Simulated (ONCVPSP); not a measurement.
Before and after: ONCV potential for beryllium (Be)

beryllium, optimised norm-conserving Vanderbilt (ONCV), made with ONCVPSP 4.0.1 (revPBE, scalar-relativistic). Core none, reference 1s2 2s1.5 2p0.5. Waves: 1s+2s: rc 0.95 bohr, ncon 5, nbas 9, qcut 12.3 1/bohr, 2 projectors; 2p: rc 4.00 bohr, ncon 4, nbas 8, qcut 3.8 1/bohr, 1 projector. Local part: polynomial inside 0.75 bohr (lpopt 5, dvloc0 -1 Ha). Core correction: none.

Change: all radii scaled by about 0.78 (s 0.74, p 3.14 bohr); local potential polynomial inside 0.58 bohr (lpopt 5, dvloc0 -1 Ha).

Cutoffs: the cutoffs (Ha) at which the residual kinetic energy of the hardest occupied pseudo-wave falls to 1 and 0.1 mHa per electron; they do not see the model core or the augmentation charge, which bear on the density cutoff. Errors are all-electron minus pseudo energies relative to the spin-unpolarised reference configuration.

Predict the effect on cutoff, ghosts and configuration errors.

The potential gets harder (64 Ha and 77 Ha → 181 Ha and 389 Ha); of the 4 tests that both files solve, the error grows in 0 and shrinks in 4 by more than 15 % and 0.3 meV (median size 47.3 → 30.0 meV); neither file shows a bound ghost. A smaller radius makes the pseudo-wave follow the all-electron one further in, where it bends more sharply, so more plane waves are needed. Less of the atom is replaced, so other configurations are described better.

| quantity | base | changed |
| --- | --- | --- |
| cutoff, loose | 64 Ha | 181 Ha |
| cutoff, tight | 77 Ha | 389 Ha |
| loose cutoff by channel | s 64 Ha, p 3.5 Ha | s 181 Ha, p 4.3 Ha |
| bound ghosts | none | none |
| GHOST(+) flags under 300 eV | p at 9.5 eV | p at 11.9 eV |
| error for 1s2 2s2 2p0, meV [ΔE -1.82 eV] | -5.7 | -3.6 |
| error for 1s2 2s1 2p0, meV [ΔE 7.74 eV] | +30 | +17 |
| error for 1s2 2s0 2p0, meV [ΔE 25.71 eV] | +91 | +56 |
| error for 1s2 2s0 2p1, meV [ΔE 11.69 eV] | -64 | -43 |
